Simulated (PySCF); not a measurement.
# How methods differ on the excitation energy of Ga⁺

Ga⁺ [Ar] 3d10 4s2 (1S) → Ga⁺ [Ar] 3d10 4s1 4p1 (3P), as a difference of total energies. Calculation: PySCF 2.14, in aug-cc-pVDZ-DK (6s5p3d, 36 functions); the spin-free X2C one-electron Hamiltonian (Gaussian nucleus). Correlated levels: valence: [Ar] 3d10 frozen. The calculations carry no spin-orbit coupling.

Task: Order these methods by the excitation energy they give, lowest first.
A. MN15
B. PBE0
C. r2SCAN
D. MP2 (valence)

Result: D (5.264 eV), C (5.842 eV), B (5.952 eV), A (6.071 eV).

Errors of the correlated levels include the incompleteness of this basis and the frozen core.

For comparison: 5.986 eV (measured; NIST levels, between the centres of gravity of the two terms).
